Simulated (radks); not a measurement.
Results of a calculation; reference values are marked as such.
Neutral gadolinium, 64 electrons, occupied as [Xe] 4f6 5d2 6s2 (not the ground configuration). Level of theory: scalar-relativistic Kohn-Sham, LDA (Slater exchange, Perdew-Wang correlation), spin-unpolarised, spherical densities, finite nucleus; Fermi nuclear charge, rms radius 5.1569 fm (a radial shooting solver on a logarithmic mesh with Libxc functionals).

Local quantities along the radius. ELF = 1/(1 + alpha^2) is the electron localisation function; alpha = (tau - tau_W)/tau_unif compares the Pauli kinetic energy density with that of the uniform gas; 4 pi r^2 rho is in e/bohr; r v_xc is r times the local exchange-correlation potential (hartree bohr); -r V(r) is the screened charge that the Kohn-Sham potential presents (atomic units). tau is taken from the large components.

r (bohr)	ELF	alpha	4 pi r^2 rho	r v_xc	-r V(r)
0.001246	0.999	0.02445	5.878	-0.08250	63.55
0.001688	0.999	0.02587	9.509	-0.1072	63.39
0.002288	0.999	0.02849	15.07	-0.1383	63.16
0.003125	0.999	0.03315	23.50	-0.1780	62.85
0.004236	0.998	0.04097	34.87	-0.2247	62.45
0.00574	0.997	0.05491	49.22	-0.2791	61.90
0.007842	0.993	0.08260	65.38	-0.3405	61.16
0.01063	0.981	0.1402	78.85	-0.4013	60.21
0.01452	0.927	0.2814	85.32	-0.4575	58.95
0.01968	0.721	0.6213	82.26	-0.5008	57.38
0.02667	0.399	1.227	75.96	-0.5404	55.40
0.03644	0.354	1.352	80.17	-0.6113	52.89
0.04938	0.601	0.8151	99.59	-0.7280	49.91
0.06746	0.744	0.5863	113.5	-0.8452	46.26
0.09143	0.563	0.8813	99.82	-0.8983	42.14
0.1239	0.339	1.395	85.18	-0.9460	37.51
0.1693	0.612	0.7968	97.75	-1.102	32.36
0.2294	0.731	0.6060	89.04	-1.187	27.19
0.3109	0.306	1.506	49.82	-1.091	22.08
0.4248	0.437	1.135	44.73	-1.175	17.00
0.5757	0.727	0.6125	47.06	-1.330	12.42
0.7865	0.455	1.094	25.95	-1.228	8.589
1.066	0.335	1.409	13.77	-1.121	5.823
1.445	0.610	0.7992	9.245	-1.107	3.842
1.973	0.416	1.185	4.301	-0.9815	2.438
2.675	0.195	2.031	1.815	-0.8474	1.571
3.625	0.412	1.195	0.9858	-0.7943	1.078
4.952	0.580	0.8517	0.4001	-0.6868	0.7556
6.711	0.325	1.440	0.08341	-0.4861	0.4953
9.169	0.028	5.865	0.006496	-0.2550	0.2555
12.43	0.000	58.77	0.0001727	-0.09316	0.09317

On this mesh the ELF has minima near r = 0.031, 0.12, 0.36, 0.92, 2.7 bohr, which separate the shells, and maxima near 0.067 (0.74), 0.23 (0.73), 0.58 (0.73), 1.4 (0.61), 5.0 (0.58).
